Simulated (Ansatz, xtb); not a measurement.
## Relaxing a trial structure of CHBCl2F2

The starting geometry of this gas-phase singlet was built from a drawn formula by distance geometry and a force field; its bonds are those of `F[CH+][B-](F)(Cl)Cl`.

```xyz
7

C    -1.0941   -0.4763    1.7614
B     0.2522    0.1583    2.3306
Cl    1.6759   -0.7600    1.6170
Cl    0.2653    0.0278    4.1497
F    -1.3736   -1.7527    1.9821
F     0.2961    1.5906    1.9591
H    -1.7842    0.1704    1.1582
```

Task: Predict what it relaxes into with r2SCAN-D4/def2-SVP.

Result: It rearranges to `FB(Cl)[C@H](F)Cl`. Distances that change by over a tenth: B2–F6 (1.48 → 1.32 Å). Contacts that open: B2–Cl3 (1.84 → 2.61 Å). Contacts that close: C1–Cl3 (2.79 → 1.82 Å).

The energy falls by 1.58 eV over 17 steps:

| step | E − E(last) (eV) |
| --- | --- |
| 1 | 1.576 |
| 3 | 1.160 |
| 5 | 1.058 |
| 6 | 0.975 |
| 8 | 0.591 |
| 10 | 0.315 |
| 12 | 0.040 |
| 13 | 0.032 |
| 15 | 0.002 |
| 17 | 0.000 |

Final geometry (Å):

```yaml
atoms:
  - { symbol: C, position_ang: [-0.6313, -0.5359, 1.6686] }
  - { symbol: B, position_ang: [-0.0280, 0.5108, 2.6915] }
  - { symbol: Cl, position_ang: [0.9063, -1.1526, 0.9035] }
  - { symbol: Cl, position_ang: [0.2547, 0.0857, 4.3581] }
  - { symbol: F, position_ang: [-1.3100, -1.5564, 2.2384] }
  - { symbol: F, position_ang: [0.2714, 1.7175, 2.2545] }
  - { symbol: H, position_ang: [-1.2254, -0.1109, 0.8434] }
```

From the same start GFN2-xTB reaches the same bonding as this run.

No frequencies were run, so the end isn't proven a minimum. Run with Ansatz 0.2.0, 41 s on 1 thread of Intel(R) Xeon(R) 6975P-C (Granite Rapids), on a shared host.
